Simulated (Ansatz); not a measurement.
The cluster PdAu₂. Charge 0, multiplicity 1. Geometry PBE-D4/def2-TZVP, basis def2-TZVP, Ansatz.

```xyz
3

Pd    0.835   -0.930    0.822
Au   -0.998   -0.588   -1.012
Au    0.163    1.518    0.191
```

```tsv
run	HOMO (eV)	LUMO (eV)
A	-6.82	-2.42
B	-5.52	-3.56
C	-5.32	-3.60
D	-4.79	-4.07
E	-4.85	-3.91
F	-6.00	-3.14
```

In the def2 sets Au, Pd take a core potential; there is no spin–orbit coupling. HSE06 is defined as in plane-wave codes, on full-range PBE exchange. The structure comes from a short search, and lower isomers may exist.

The runs used BHLYP, HSE06, PBE, r2SCAN, r2SCAN0, r2SCANh. Estimate which is which.

A BHLYP (50 % exact exchange); B HSE06 (range-separated); C r2SCANh (10 % exact exchange); D PBE (0 % exact exchange); E r2SCAN (0 % exact exchange); F r2SCAN0 (25 % exact exchange). Exact exchange lowers occupied and raises empty levels; among semilocal functionals meta-GGAs tend to open the gap a little, and such runs are hard to tell apart. The gap grows from 0.72 eV (PBE) to 4.40 eV (BHLYP).
